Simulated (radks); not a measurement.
Effect of the nuclear size on neutral promethium, [Xe] 4f5 6s2. All-electron calculation, Dirac Kohn-Sham, relativistic LDA (MacDonald-Vosko exchange, VWN5 correlation), spin-unpolarised, spherical densities, finite nucleus; open shells are shared between the two j in proportion to 2j + 1; Fermi nuclear charge, rms radius 4.962 fm. Program: a radial shooting solver on a logarithmic mesh with Libxc functionals. The rms radius is varied about that value; shifts are against it.

| rms radius (fm) | total energy shift (eV) | density at nucleus (e/bohr^3) | 1s1/2 shift (meV) | 2s1/2 shift (meV) | 5s1/2 shift (meV) | 5p1/2 shift (meV) | 6s1/2 shift (meV) | 4f7/2 shift (meV) | 6p1/2 (empty) shift (meV) |
|---|---|---|---|---|---|---|---|---|---|
| 4.0391 | -4.91 | 5.101e+05 | -2020 | -254 | -1.86 | 0.268 | -0.087 | 0.410 | 0.081 |
| 4.575 | -2.15 | 4.956e+05 | -886 | -111 | -0.815 | 0.117 | -0.038 | 0.180 | 0.035 |
| 4.962 | 0 | 4.865e+05 | 0.000 | 0.000 | 0.000 | 0.000 | 0.000 | 0.000 | 0.000 |
| 5.3292 | 2.17 | 4.785e+05 | 891 | 112 | 0.820 | -0.118 | 0.039 | -0.181 | -0.036 |
| 5.6865 | 4.39 | 4.714e+05 | 1810 | 227 | 1.66 | -0.239 | 0.078 | -0.367 | -0.072 |

Slopes of the eigenvalues against <r^2> in GHz/fm^2, as finite differences over the two radii next to the reference (eigenvalue slopes, not the field-shift constants of lines): 1s1/2 57500, 2s1/2 7230, 5s1/2 52.9, 5p1/2 -7.63, 6s1/2 2.49, 4f7/2 -11.7, 6p1/2 (empty) -2.31.
